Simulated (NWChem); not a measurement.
System: CH$_{4}$O$_{2}$Si; SMILES O=C[SiH2]O

Excerpt of the output:

```
             Northwest Computational Chemistry Package (NWChem) 7.3.0
             --------------------------------------------------------

                             Geometry "geometry" -> ""
                             -------------------------

 Output coordinates in angstroms (scale by  1.889725989 to convert to a.u.)

  No.       Tag          Charge          X              Y              Z
 ---- ---------------- ---------- -------------- -------------- --------------
    1 O                    8.0000    -0.65655700     1.65441900     0.00000000
    2 C                    6.0000     0.46122600     1.15861700     0.00000000
    3 Si                  14.0000     0.54433700    -0.77281800     0.00000000
    4 O                    8.0000    -1.06087300    -1.18113400     0.00000000
    5 H                    1.0000     1.35218800     1.82838100     0.00000000
    6 H                    1.0000     1.26605500    -1.24563400    -1.21064900
    7 H                    1.0000     1.26605500    -1.24563400     1.21064900
    8 H                    1.0000    -1.59753300    -0.36577300     0.00000000

 Effective nuclear repulsion energy (a.u.)     160.7599549724

                                 NWChem DFT Module
                                 -----------------

 Summary of "ao basis" -> "ao basis" (spherical)
 ------------------------------------------------------------------------------
       Tag                 Description            Shells   Functions and Types
 ---------------- ------------------------------  ------  ---------------------
 O                           6-31g*                  6       14   3s2p1d
 C                           6-31g*                  6       14   3s2p1d
 Si                          6-31g*                  8       18   4s3p1d
 H                           6-31g*                  2        2   2s

 in cosmo_initialize ...
 calling solv_data for solv:toluene

 solvent parameters
 solvname_short: toluene
 solvname_long:  toluene
 dielec:        2.3741
 dielecinf:     2.2383
 nonaqueous SMD model solvent descriptors
 dielec:        2.3741
 sola:          0.0000
 solb:          0.1400
 solc:          0.8570
 solg:         40.2000
 solh:          0.0000
 soln:          1.4961

          ---------------
          -cosmo- solvent
          ---------------
 Cosmo: York-Karplus, doi: 10.1021/jp992097l
 dielectric constant -eps-     =   2.37
 screen = (eps-1)/(eps    )    =   0.57879
 surface charge correction     = lagrangian

   van der Waals surface
 --------------------------

 ---------- ATOMIC COORDINATES (A.U.) ------------ VDWR(ANG.) --
     1   -1.24071283    3.12639858    0.00000000     2.294
     2    0.87159076    2.18946866    0.00000000     1.850
     3    1.02864778   -1.46041426    0.00000000     2.470
     4   -2.00475928   -2.23201962    0.00000000     2.294
     5    2.55526481    3.45513909    0.00000000     1.200
     6    2.39249704   -2.35390694   -2.28779488     1.200
     7    2.39249704   -2.35390694    2.28779488     1.200
     8   -3.01889963   -0.69121074    0.00000000     1.200
 number of segments per atom =        128
 number of   points per atom =        128
 atom (   nspa,  nppa )
 ----------------------
    1 (     84,     0 )       0
    2 (     22,     0 )       0
    3 (     72,     0 )       0
    4 (     78,     0 )       0
    5 (     52,     0 )       0
    6 (     31,     0 )       0
    7 (     31,     0 )       0
    8 (      0,     0 )       0
 number of -cosmo- surface points =      370
 molecular surface =    133.043 angstrom**2
 molecular volume  =    126.939 angstrom**3
 -lineq- algorithm             =   0
 -bem- low  level              =   3
 -bem- from -octahedral-
 gaussian surface charge width =   4.50000
 degree of switching           =   1.00000
 switching function tolerance  =   0.00010
 atomic radii =
 --------------
    1  8.000  2.294
    2  6.000  1.850
    3 14.000  2.470
    4  8.000  2.294
    5  1.000  1.200
    6  1.000  1.200
    7  1.000  1.200
    8  1.000  1.200
 ...... end of -cosmo- initialization ......

 nat:                     8
 ixmem:                  3618
 calling mnsol_interface()
 G(SMD-CDS) energy (kcal/mol)  =    -0.685
 SMD-CDS SASA (angstrom**2)    =   126.043

[...]

                                COSMO-SMD solvation results
                                ---------------------------

             internal energy in gas <Psi(g)|H|Psi(g)> =      -480.452208204023
         internal energy in solvent <Psi(s)|H|Psi(s)> =      -480.451989920490
                               delta internal energy  =         0.000218283533 (    0.14 kcal/mol)
   total free energy in solvent <Psi(s)|H+V/2|Psi(s)> =      -480.455270954759
 polarization energy contribution <Psi(s)|V/2|Psi(s)> =        -0.003281034269 (   -2.06 kcal/mol)
    total free energy in solvent including G(SMD-CDS) =      -480.456362956356
                       G(SMD-CDS) energy contribution =        -0.001092001597 (   -0.69 kcal/mol)
     1 M fixed-concentration free energy of solvation =        -0.004154752333 (   -2.61 kcal/mol)

                       DFT Final Molecular Orbital Analysis
                       ------------------------------------

 Vector   18  Occ=2.000000D+00  E=-3.614071D-01
              MO Center= -9.1D-01, -8.4D-01,  2.1D-09, r^2= 1.8D+00
   Bfn.  Coefficient  Atom+Function         Bfn.  Coefficient  Atom+Function
  ----- ------------  ---------------      ----- ------------  ---------------
    50      0.463599  4 O  py                54      0.329849  4 O  py
    49      0.294504  4 O  px                53      0.190476  4 O  px
    52     -0.181517  4 O  s                 35     -0.173272  3 Si px
    18      0.170191  2 C  py                 4      0.157371  1 O  py
     3      0.123136  1 O  px                48     -0.121497  4 O  s

 Vector   19  Occ=2.000000D+00  E=-3.071045D-01
              MO Center= -2.3D-01, -1.2D+00,  4.9D-09, r^2= 2.3D+00
   Bfn.  Coefficient  Atom+Function         Bfn.  Coefficient  Atom+Function
  ----- ------------  ---------------      ----- ------------  ---------------
    51      0.520097  4 O  pz                55      0.401884  4 O  pz
    64      0.276133  6 H  s                 66     -0.276133  7 H  s
    63      0.162960  6 H  s                 65     -0.162960  7 H  s
    37     -0.161884  3 Si pz                45      0.100895  3 Si d  1
    41      0.088916  3 Si pz                33      0.065654  3 Si pz

 Vector   20  Occ=2.000000D+00  E=-2.520505D-01
              MO Center= -1.1D-02,  1.1D+00, -2.0D-10, r^2= 2.3D+00
   Bfn.  Coefficient  Atom+Function         Bfn.  Coefficient  Atom+Function
  ----- ------------  ---------------      ----- ------------  ---------------
     4      0.490882  1 O  py                 8      0.369209  1 O  py
    36      0.301456  3 Si py                62     -0.283187  5 H  s
    18     -0.238995  2 C  py                61     -0.186983  5 H  s
     3      0.171230  1 O  px                34      0.139016  3 Si s
    20      0.136939  2 C  s                  7      0.134750  1 O  px

 Vector   21  Occ=0.000000D+00  E=-5.812823D-02
              MO Center=  1.8D-01,  1.1D+00,  4.3D-10, r^2= 1.9D+00
   Bfn.  Coefficient  Atom+Function         Bfn.  Coefficient  Atom+Function
  ----- ------------  ---------------      ----- ------------  ---------------
    23      0.510960  2 C  pz                19      0.464048  2 C  pz
     9     -0.433127  1 O  pz                 5     -0.424998  1 O  pz
    64      0.211373  6 H  s                 66     -0.211373  7 H  s
    41      0.175659  3 Si pz                37      0.090394  3 Si pz
    43      0.087959  3 Si d -1              63      0.067491  6 H  s

 Vector   22  Occ=0.000000D+00  E= 1.282457D-02
              MO Center=  5.1D-01, -8.4D-01, -3.0D-10, r^2= 4.2D+00
   Bfn.  Coefficient  Atom+Function         Bfn.  Coefficient  Atom+Function
  ----- ------------  ---------------      ----- ------------  ---------------
    39      0.833780  3 Si px                52      0.679204  4 O  s
    20     -0.561594  2 C  s                 40      0.539048  3 Si py
    35      0.241393  3 Si px                 6      0.228340  1 O  s
    36      0.192357  3 Si py                68     -0.172339  8 H  s
    53      0.139671  4 O  px                48      0.135180  4 O  s

 Vector   23  Occ=0.000000D+00  E= 5.655166D-02
              MO Center=  6.0D-01, -8.2D-01,  1.9D-09, r^2= 4.5D+00
   Bfn.  Coefficient  Atom+Function         Bfn.  Coefficient  Atom+Function
  ----- ------------  ---------------      ----- ------------  ---------------
    40      1.202955  3 Si py                20     -0.979086  2 C  s
    39     -0.857489  3 Si px                64      0.453594  6 H  s
    66      0.453594  7 H  s                 38      0.416605  3 Si s
    22      0.385528  2 C  py                68     -0.308550  8 H  s
    36      0.263788  3 Si py                62      0.189155  5 H  s

     Multipole analysis of the density
     ---------------------------------

     L   x y z        total         alpha         beta         nuclear
     -   - - -        -----         -----         ----         -------
     0   0 0 0     -0.000000    -20.000000    -20.000000     40.000000

     1   1 0 0      0.856462      1.434133      1.434133     -2.011804
     1   0 1 0      0.235670      1.166756      1.166756     -2.097842
     1   0 0 1     -0.000000     -0.000000     -0.000000      0.000000

     2   2 0 0    -21.884702    -56.407497    -56.407497     90.930292
     2   1 1 0      0.635527      2.899738      2.899738     -5.163948
     2   1 0 1     -0.000000     -0.000000     -0.000000      0.000000
     2   0 2 0    -26.360164   -113.264945   -113.264945    200.169727
     2   0 1 1      0.000000      0.000000      0.000000      0.000000
     2   0 0 2    -22.899243    -16.683627    -16.683627     10.468011
```

Level: B3LYP/6-31G* (spherical d), SMD on the gas-phase geometry. The geometry was optimised at B3LYP/6-31G* (spherical d). Solvent: toluene.

### Question
Write an input that gives this output.

### Answer
Several could match; the one computed here: the input that was run:
```
start job
memory heap 200 mb stack 900 mb global 1100 mb
geometry units angstroms noautosym nocenter noautoz
  O     -0.656557     1.654419     0.000000
  C      0.461226     1.158617     0.000000
  Si     0.544337    -0.772818     0.000000
  O     -1.060873    -1.181134     0.000000
  H      1.352188     1.828381     0.000000
  H      1.266055    -1.245634    -1.210649
  H      1.266055    -1.245634     1.210649
  H     -1.597533    -0.365773     0.000000
end
basis spherical
  * library 6-31g*
end
dft
  xc b3lyp
  iterations 150
end
cosmo
  do_cosmo_smd true
  solvent toluene
end
task dft energy
```
